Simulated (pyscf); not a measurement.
Optimised with ωB97X-D3(BJ)/def2-SVP in PySCF.

SMILES: [AsH]([GeH3])[SiH3]
```xyz
10

Si     0.3005     0.0639    -0.8105
As    -1.7902    -0.5356     0.0725
Ge    -0.9671    -0.4875     2.3264
H      0.2719    -0.0561    -2.2964
H      1.4095    -0.7765    -0.2727
H      0.5522     1.4871    -0.4406
H     -1.5284    -2.0235    -0.0918
H     -2.0065    -1.1278     3.2581
H     -0.7720     0.9849     2.7209
H      0.3729    -1.2271     2.4698
```

What is the homolytic dissociation enthalpy (298 K, ωB97M-D3(BJ)/def2-TZVP) of the As–Ge bond of `[SiH3][AsH][GeH3]`, to H₃Si–AsH• + GeH₃•?

As–Ge to H₃Si–AsH• + GeH₃•: 59.6 kcal/mol. The 7 functionals that were run give +56.0 (M06-2X) to +69.0 kcal/mol (ωB97X-D3(BJ)/def2-TZVP). Other isomers of H₃Si–AsH• were not searched in full and may lie lower. Elements up to Kr have no core potential and no relativistic terms here.
